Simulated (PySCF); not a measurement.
SMILES [GeH3][O][Si](O[Si](O)(O)O)(C)C (C₂H₁₂GeO₅Si₂) (GFN2-xTB optimised geometry):

```
22

Si    -2.243     0.474     0.000
O     -2.802    -0.231    -1.344
O     -2.779    -0.327     1.294
O     -2.740     2.013     0.000
O     -0.600     0.474     0.000
Si     0.502    -0.668     0.306
C      0.830    -1.736    -1.229
C      2.047     0.184     0.999
O     -0.164    -1.635     1.466
Ge     0.440    -2.803     2.596
H     -2.799     0.270    -2.155
H     -2.220    -1.049     1.584
H     -2.528     2.565     0.747
H      1.495    -2.565    -1.002
H      1.282    -1.155    -2.025
H     -0.100    -2.149    -1.609
H      2.510     0.837     0.268
H      2.779    -0.563     1.293
H      1.810     0.780     1.875
H      1.280    -2.088     3.613
H      1.253    -3.819     1.848
H     -0.809    -3.380     3.184
```

Computed with PySCF with CAM-B3LYP/def2-SVP.

Problem. What are the frontier orbital energies and the dipole moment?

Solution. HOMO-2 -10.31 eV, HOMO-1 -10.04 eV, HOMO -9.28 eV, LUMO 1.24 eV, LUMO+1 2.45 eV; dipole moment 3.25 D.

On the same geometry PBE/def2-SVP (PySCF) gives HOMO-2 -7.08 eV, HOMO-1 -6.85 eV, HOMO -6.41 eV, LUMO -0.59 eV, LUMO+1 0.62 eV; dipole moment 2.96 D.

Meta-Löwdin charges at CAM-B3LYP/def2-SVP: Si1 1.55, O2 -0.72, O3 -0.72, O4 -0.71, O5 -0.82, Si6 1.28, C7 -0.57, C8 -0.57, O9 -0.80, Ge10 0.65, H11 0.34, H12 0.33, H13 0.34, H14 0.11, H15 0.11, H16 0.12, H17 0.12, H18 0.10, H19 0.11, H20 -0.08, H21 -0.09, H22 -0.07.
